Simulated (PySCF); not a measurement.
Compound: 2-methyl-3-butenoic acid, C₅H₈O₂.
Numbering: `[CH2:1]=[CH:2][C@H:3]([CH3:4])[C:5](=[O:6])[OH:7]` (hydrogens: H8, H9 on C1; H10 on C2; H11 on C3; H12, H13, H14 on C4; H15 on O7)

All values: CAM-B3LYP/def2-SVPD (PySCF, non-relativistic), on one gas-phase PBE0-D3(BJ)/def2-SVP geometry that isn't relaxed in the solvent. The solvent is an IEF-PCM continuum (cavity from Bondi-type radii × 1.2), and excitations are vertical TDDFT with non-equilibrium linear response and a frozen core. Only the electrostatic response of the medium enters.

Gas-phase singlets (H = HOMO, L = LUMO):

| state | E (eV) | λ (nm) | f | leading configuration |
| --- | --- | --- | --- | --- |
| S1 | 5.758 | 215 | 0.016 | H→L 36% |
| S2 | 7.048 | 176 | 0.251 | H→L 58% |
| S3 | 7.391 | 168 | 0.006 | H→L+1 73% |
| S4 | 7.745 | 160 | 0.099 | H-1→L+1 32% |
| S5 | 7.838 | 158 | 0.096 | H→L+3 70% |

**Question.** Give the list for benzene (ε = 2.271), n² = 2.25.

**Answer.** 
```csv
state,E (eV),λ (nm),f,leading configuration,change by rank (eV)
S1,5.791,214,0.029,H→L 38%,+0.033
S2,6.908,179,0.335,H→L 58%,-0.140
S3,7.436,167,0.009,H→L+1 72%,+0.045
S4,7.787,159,0.164,H→L+3 52%,+0.042
S5,7.823,158,0.112,H-1→L+1 36%,-0.015
```

**Question.** How does the list change in acetone (ε = 20.49)?

**Answer.** 
| state | E (eV) | λ (nm) | f | leading configuration | change by rank (eV) |
| --- | --- | --- | --- | --- | --- |
| S1 | 5.841 | 212 | 0.030 | H-1→L 38% | +0.083 |
| S2 | 6.922 | 179 | 0.290 | H→L 59% | -0.126 |
| S3 | 7.492 | 165 | 0.013 | H→L+1 72% | +0.101 |
| S4 | 7.780 | 159 | 0.062 | H-2→L 61% | +0.035 |
| S5 | 7.816 | 159 | 0.126 | H→L+2 70% | -0.022 |

**Question.** The ground-state energy changes by -0.295 eV from gas to acetone. By how much does the total energy of gas-phase S2 change?

**Answer.** E(S2) = E(S0) + excitation energy, so it changes by -0.295 − 0.126 = -0.421 eV: it is lowered more than the ground state, which is what a red shift means. This is the vertical state, with the slow part of the continuum still set for S0.

**Question.** How do the frontier levels move from gas to acetone?

**Answer.** 
```tsv
orbital	gas (eV)	solvent (eV)	change (eV)
LUMO+2	1.72	1.86	+0.14
LUMO+1	1.08	1.26	+0.18
LUMO	0.59	0.64	+0.05
HOMO	-9.05	-8.98	+0.07
HOMO-1	-9.95	-10.04	-0.09
HOMO-2	-10.98	-11.02	-0.04
HOMO-3	-11.21	-11.07	+0.14
```

The HOMO–LUMO gap goes from 9.64 to 9.62 eV. Rows go by rank; for HOMO-3, HOMO-2 and LUMO+2 the atom shares or the degeneracy differ between the runs, so the row needn't follow one orbital.

On AMD EPYC 9R14, one thread, shared host with 96 logical CPUs at a one-minute load of 16, this took 22 s and 1.0 GiB of memory at its peak. This is the whole response run at CAM-B3LYP/def2-SVPD in acetone, SCF included.

Conformer computed: `[CH2:1]=[CH:2][C@H:3]([CH3:4])[C:5](=[O:6])[OH:7]`: C1–C2–C3–C4 -125°, C2–C3–C5–O6 92°, H–O7–C5–C3 177°.
